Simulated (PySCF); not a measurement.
Si (silicon, neutral) across methods

[Ne] 3s1 3p2 4s1, high-spin 5P determinant (an excited configuration). All numbers are calculated (PySCF 2.14, scalar relativity by spin-free X2C-1e, in aug-cc-pVTZ-DK (6s5p3d2f, 50 functions)).

```json
{"method": "r2SCAN", "E (hartree)": "-289.5928", "mean ε 3s α (eV)": "-16.384", "mean ε 3p α (eV)": "-8.705", "mean ε 4s α (eV)": "-1.759", "Σ⟨r²⟩ (bohr²)": "57.89", "⟨S²⟩": "6.000"}
{"method": "PBE0", "E (hartree)": "-289.4933", "mean ε 3s α (eV)": "-17.565", "mean ε 3p α (eV)": "-9.532", "mean ε 4s α (eV)": "-2.144", "Σ⟨r²⟩ (bohr²)": "57.78", "⟨S²⟩": "6.000"}
{"method": "wB97X", "E (hartree)": "-289.5933", "mean ε 3s α (eV)": "-20.194", "mean ε 3p α (eV)": "-11.756", "mean ε 4s α (eV)": "-3.051", "Σ⟨r²⟩ (bohr²)": "58.20", "⟨S²⟩": "6.000"}
{"method": "LDA", "E (hartree)": "-288.4365", "mean ε 3s α (eV)": "-15.803", "mean ε 3p α (eV)": "-8.315", "mean ε 4s α (eV)": "-1.847", "Σ⟨r²⟩ (bohr²)": "57.25", "⟨S²⟩": "6.000"}
{"method": "LC-wPBE", "E (hartree)": "-289.5111", "mean ε 3s α (eV)": "-20.974", "mean ε 3p α (eV)": "-12.305", "mean ε 4s α (eV)": "-3.252", "Σ⟨r²⟩ (bohr²)": "58.15", "⟨S²⟩": "6.000"}
{"method": "wB97M-V", "E (hartree)": "-289.5823", "mean ε 3s α (eV)": "-19.748", "mean ε 3p α (eV)": "-11.218", "mean ε 4s α (eV)": "-3.175", "Σ⟨r²⟩ (bohr²)": "57.30", "⟨S²⟩": "6.000"}
{"method": "PBE", "E (hartree)": "-289.4657", "mean ε 3s α (eV)": "-15.775", "mean ε 3p α (eV)": "-8.342", "mean ε 4s α (eV)": "-1.773", "Σ⟨r²⟩ (bohr²)": "57.49", "⟨S²⟩": "6.000"}
{"method": "B97-3", "E (hartree)": "-289.5681", "mean ε 3s α (eV)": "-17.547", "mean ε 3p α (eV)": "-9.472", "mean ε 4s α (eV)": "-2.125", "Σ⟨r²⟩ (bohr²)": "57.96", "⟨S²⟩": "6.000"}
{"method": "UHF", "E (hartree)": "-289.14164", "mean ε 3s α (eV)": "-22.419", "mean ε 3p α (eV)": "-12.674", "mean ε 4s α (eV)": "-2.962", "Σ⟨r²⟩ (bohr²)": "58.59", "⟨S²⟩": "6.000"}
```

The outer electron is Rydberg-like, and this basis confines it to a smaller radius and binds it less than a complete one would.
